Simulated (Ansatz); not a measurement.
`C[Si](F)(F)N=C=O` + H₂ → `C[SiH](F)F` + `N=C=O` at 700 K and 1 bar (hydrogenolysis of the Si–N bond).

Computed with Ansatz on PBE0-D4/def2-TZVP structures; ΔE is electronic, products minus reactants. CCSD(T)/CBS adds triple-zeta CCSD(T) − MP2 to the extrapolated MP2 energy (def2 sets, frozen cores). This one scheme is used for every species. One conformer a species, not always the lowest.

```
           species  CCSD(T)/CBS energy (Eh)  H − E (kJ/mol)  S (J/(mol·K))
`C[Si](F)(F)N=C=O`               -696.65556           235.7          518.7
                H₂                 -1.17544            46.8          155.3
      `C[SiH](F)F`               -529.27654           195.3          396.3
           `N=C=O`               -168.51995            89.3          283.6
```

H − E and S are ideal-gas, rigid-rotor, harmonic terms from PBE0-D4/def2-TZVP, for one conformer and one mirror image of each species. The MP2-based limit puts H₂ 0.8 mEh under its directly extrapolated value; such offsets cancel only in part. 1 Eh = 2625.50 kJ/mol, R = 8.31446 J/(mol·K).

Question: By hand: ΔE, ΔH, ΔS and ΔG.

Answer: ΔE = (-529.27654) + (-168.51995) − (-696.65556) − (-1.17544) = 0.03451 Eh = 90.6 kJ/mol. Δ(H − E) = 195.3 + 89.3 − 235.7 − 46.8 = 2.1, so ΔH = 92.7 kJ/mol. ΔS = 396.3 + 283.6 − 518.7 − 155.3 = 5.9 J/(mol·K). ΔG = 92.7 − 700 × (5.9)/1000 = 88.6 kJ/mol.

Question: By hand: the equilibrium constant, and the temperature at which ΔG would vanish if ΔH and ΔS stayed fixed.

Answer: log₁₀ K = −ΔG/(RT ln 10) = -6.6. ΔG = 0 at ΔH/ΔS = 15712 K, far beyond where these terms or the molecules hold.

The number of gas molecules stays the same, so ΔS is small and ΔH decides. A doubt of 5 kJ/mol in ΔE shifts log₁₀ K by 0.4 here. Other conformers and mirror images would add mixing entropy, several J/(mol·K) or more a flexible species. Modes under 60 cm⁻¹, often nearly free rotors, make the harmonic entropy too high. These are equilibria of isolated gas molecules and say nothing of rates. Largest T1 diagnostic: 0.018 (customary marks: 0.02 for closed shells, 0.045 for open ones).
